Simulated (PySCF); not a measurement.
C2H6BeFN.

```xyz
11

Be     0.0000     0.0000     1.0725
F      0.0000     0.0000     2.4738
N      0.0000     0.0000    -0.4332
C      0.0000    -1.2113    -1.2311
C      0.0000     1.2113    -1.2311
H     -0.8972    -1.2771    -1.8943
H      0.8972    -1.2771    -1.8943
H      0.0000    -2.1143    -0.5856
H      0.8972     1.2771    -1.8943
H     -0.8972     1.2771    -1.8943
H      0.0000     2.1143    -0.5856
```
Charge 0, spin multiplicity 1.

Geometry optimised at PBE-D3(BJ)/def2-SVP. The structure was generated by enumeration; whether it is a known compound was not checked. Other conformers were not sampled.

Method: PBE/pcSseg-1 (PySCF). Non-relativistic, no solvent.

Computed absolute GIAO shielding of each atom: isotropic value and principal components (ppm):
```json
[
 {"atom": "Be1", "σ(iso)": "100.1", "σ11": "71.7", "σ22": "77.5", "σ33": "151.1", "span": "79.5"},
 {"atom": "F2", "σ(iso)": "337.3", "σ11": "246.8", "σ22": "318.9", "σ33": "446.2", "span": "199.4"},
 {"atom": "N3", "σ(iso)": "223.3", "σ11": "188.4", "σ22": "221.2", "σ33": "260.4", "span": "71.9"},
 {"atom": "C4", "σ(iso)": "136.2", "σ11": "109.4", "σ22": "123.5", "σ33": "175.8", "span": "66.4"},
 {"atom": "C5", "σ(iso)": "136.2", "σ11": "109.4", "σ22": "123.5", "σ33": "175.8", "span": "66.4"},
 {"atom": "H6", "σ(iso)": "28.5", "σ11": "24.4", "σ22": "26.5", "σ33": "34.6", "span": "10.3"},
 {"atom": "H7", "σ(iso)": "28.5", "σ11": "24.4", "σ22": "26.5", "σ33": "34.6", "span": "10.3"},
 {"atom": "H8", "σ(iso)": "28.1", "σ11": "24.0", "σ22": "26.4", "σ33": "33.9", "span": "9.9"},
 {"atom": "H9", "σ(iso)": "28.5", "σ11": "24.4", "σ22": "26.5", "σ33": "34.6", "span": "10.3"},
 {"atom": "H10", "σ(iso)": "28.5", "σ11": "24.4", "σ22": "26.5", "σ33": "34.6", "span": "10.3"},
 {"atom": "H11", "σ(iso)": "28.1", "σ11": "24.0", "σ22": "26.4", "σ33": "33.9", "span": "9.9"}
]
```
